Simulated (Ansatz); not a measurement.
C$_{3}$H$_{8}$SeTe (SMILES CC(C)[Te][SeH]), singlet, at a GFN2-xTB geometry (core potentials on Te); B3LYP/def2-SVPD (Ansatz, a program for electronic structure).

Here is a job for Ansatz.
Ansatz 0.2 input:
```yaml
crystal:
  periodic: [false, false, false]
  atoms:
    - {symbol: Te, position_ang: [-0.11580289, -0.10484351, 0.85985738]}
    - {symbol: C, position_ang: [0.96073146, -1.49522188, -0.46382949]}
    - {symbol: C, position_ang: [1.40355058, -2.68621753, 0.36046965]}
    - {symbol: C, position_ang: [2.13054241, -0.80881648, -1.13746526]}
    - {symbol: H, position_ang: [0.24203841, -1.81680065, -1.21903521]}
    - {symbol: H, position_ang: [1.91553105, -3.40776652, -0.27542173]}
    - {symbol: H, position_ang: [2.09240475, -2.37655351, 1.14429449]}
    - {symbol: H, position_ang: [0.55361736, -3.18224770, 0.82461835]}
    - {symbol: H, position_ang: [1.79940016, 0.06095683, -1.70381013]}
    - {symbol: H, position_ang: [2.61843659, -1.49540289, -1.82935839]}
    - {symbol: H, position_ang: [2.86480289, -0.48528364, -0.40155559]}
    - {symbol: Se, position_ang: [-0.90680448, 1.39118555, -0.95833634]}
    - {symbol: H, position_ang: [-2.20207487, 0.79618703, -1.22392895]}
basis:
  gaussian:
    orbitals: def2-SVPD
hamiltonian:
  xc: b3lyp
```

What does Ansatz print? Leave out banner, timings and long lists.


```
Functional definition: B3LYP
1905 factors; their error is unknown
mean field evaluation 1: about -75868.6188 eV, gradient 6.1e1 eV
mean field evaluation 2: about -75852.9397 eV, gradient 9.5e1 eV
mean field evaluation 4: about -75878.0098 eV, gradient 7.4e0 eV
mean field evaluation 8: about -75878.1448 eV, gradient 1.3e-1 eV
mean field evaluation 16: about -75878.3455 eV, gradient 5.6e-4 eV
mean field -75878.34553886 eV, -2788.4777663633 hartree, gradient 6.6e-5 eV, S^2 0.000000; 0 other end points of the search recorded, 0 dependent functions left out
reference -75878.34587522 eV, -2788.4777787241 hartree; 42, 42 occupied and 158, 158 virtual orbitals, 1905 factors
Total energy: -75878.34587522 eV, -2788.4777787241 hartree
```
